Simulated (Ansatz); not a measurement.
Molecule: MoH6, net charge 1, doublet state. The spin state was set by rule; other spins were not relaxed. 
Geometry from a B3LYP-D3(BJ)/def2-TZVP (Ansatz, a program for electronic structure) optimisation:
```
Mo
H 1 1.7504
H 2 0.9097 1 75.77
H 1 1.7648 2 76.29 3 -151.56
H 4 0.8881 1 76.15 2 98.41
H 4 1.6331 5 138.58 1 -1.46
H 6 0.8881 4 138.58 5 0.00
```
Charge +1, spin multiplicity 2.

Total electronic energies in hartree. Correlated levels leave the core frozen unless marked. Open shells are spin-unrestricted. Spin-orbit coupling is left out. The frozen core is the preceding noble-gas configuration, with the filled d and f shells of earlier blocks. In def2 rows, elements after Kr have scalar-relativistic effective core potentials. STO-3G rows are all-electron and non-relativistic. CBS marks a two-point X^-3 extrapolation of the correlation energy; Hartree-Fock from the larger set. [CCSD(T)-MP2]/basis is that difference in the basis named.

| level | program | energy (Eh) |
|---|---|---|
| PBE0/STO-3G | Ansatz | -3940.59262 |
| PBE0-D4/def2-TZVPD | Ansatz + dftd4 | -71.38444 |
| r2SCANh-D4/def2-TZVPD | Ansatz + dftd4 | -71.40999 |
| wB97M-V/def2-TZVPD | Ansatz | -71.27680 |
| RPA@PBE/def2-QZVPP | Ansatz | -71.12316 |
| CCSD/STO-3G | Ansatz | -3939.10436 |
| CCSD/def2-SVP | Ansatz | -70.83981 |
| CCSD/def2-SVPD | Ansatz | -70.84954 |
| RI-MP2/CBS(def2-TZVPPD,def2-QZVPPD)+[CCSD(T)-MP2]/def2-TZVPPD | Ansatz | -70.9610 |

Totals of different functionals don't rank their quality; only differences between species are comparable.
